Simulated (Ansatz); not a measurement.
**Worked example: the barrier**

An elementary step of BSi$_{4}$H$_{11}$Cl$_{2}$O$_{2}$, closed shell (BSi₄H₉Cl₂O ([SiH3][Si]([SiH3])([SiH3])[O][B]([Cl])[Cl]) + H₂O → BSi₄H₁₀ClO₂ ([OH][B]([Cl])[O][Si]([SiH3])([SiH3])[SiH3]) + HCl; bonds formed: Cl2–H9; dative contacts that become bonds: B1–O10; bonds broken: B1–Cl2, H9–O10). “Start” is the structure reached by relaxing down from the saddle towards the reactants; PBE0-D4/def2-TZVP structures. The saddle:

B1  (-1.460, -1.222, -1.293)
Cl2  (-0.083, -2.974, -0.511)
Cl3  (-2.196, -1.715, -2.821)
O4  (-0.715, -0.129, -1.189)
Si5  (0.340, 0.540, -0.064)
Si6  (0.572, 2.786, -0.679)
Si7  (-0.527, 0.420, 2.112)
Si8  (2.432, -0.524, -0.150)
H9  (-1.492, -2.415, 0.133)
O10  (-2.272, -1.627, -0.080)
H11  (-0.747, 3.474, -0.695)
H12  (1.450, 3.450, 0.323)
H13  (1.196, 2.906, -2.023)
H14  (-0.661, -0.989, 2.571)
H15  (0.429, 1.127, 3.009)
H16  (-1.856, 1.086, 2.209)
H17  (3.457, 0.524, 0.122)
H18  (2.665, -1.079, -1.508)
H19  (2.567, -1.586, 0.877)
H20  (-3.099, -2.053, -0.344)
(Å)

Ansatz 0.2.0; basis: def2-TZVPP and def2-QZVPP; cores frozen in the correlated methods.

Energies in eV:

| quantity | saddle | start |
| --- | --- | --- |
| Hartree–Fock, triple zeta (X = 3) | -61384.25890 | -61385.10875 |
| Hartree–Fock, quadruple zeta (X = 4) | -61386.13308 | -61386.97803 |
| MP2 correlation, X = 3 | -40.41528 | -40.22703 |
| MP2 correlation, X = 4 | -43.77289 | -43.58134 |
| CCSD(T) correlation, X = 3 | -45.18558 | -45.01008 |

Q: Work out the barrier at the basis limit: extrapolate Hartree–Fock as E(X) = E∞ + A exp(−7.88 √X) and the MP2 correlation as E(X) = E∞ + B X^−2.97 (the exponents that Neese and Valeev fitted for def2-TZVPP and QZVPP), then add CCSD(T) − MP2 in triple zeta.

A: Each step is linear, so take the differences first (saddle − start): Hartree–Fock 0.84985 (X = 3) and 0.84495 (X = 4); MP2 correlation -0.18825 and -0.19155; CCSD(T) correlation -0.17550.
Two points give E∞ = E(4) + w [E(4) − E(3)], with w = 1/(exp(7.88 (2 − √3)) − 1) = 0.1377 for Hartree–Fock and w = 1/((4/3)^2.97 − 1) = 0.7407 for the correlation.
Hartree–Fock: 0.84495 + 0.1377 × (-0.00490) = 0.8443 eV.
MP2 correlation: -0.19155 + 0.7407 × (-0.00330) = -0.1940 eV.
CCSD(T) − MP2: -0.17550 − (-0.18825) = 0.0128 eV.
Sum: 0.8443 + (-0.1940) + 0.0128 = 0.6631 eV, or 15.29 kcal/mol. Plain CCSD(T) in triple zeta gives 0.6744 eV, so the larger basis shifts the result by -0.0113 eV.

The T1 diagnostic stays at or below 0.014.

The step is the kind of ligand exchange by which a precursor binds to a hydroxyl group, or is hydrolysed, in atomic layer deposition of oxides. Here a small cluster stands in for the surface site.

Labels in which every atom is bracketed show which atoms are joined, not bond orders.

For scale, one of the runs: CCSD(T)/def2-TZVPP, 499 basis functions, launched by `ansatz run in.yaml --threads 4 --pin off --events-out ev --progress --plain --max-ram 66560MiB --backend cuda --devices 0, --max-vram 37GiB`. Hardware: 4 CPU threads of an AMD EPYC 7R13 and a share of one NVIDIA H100, shared host. Wall time 72 s; peak host memory 1.2 GiB.
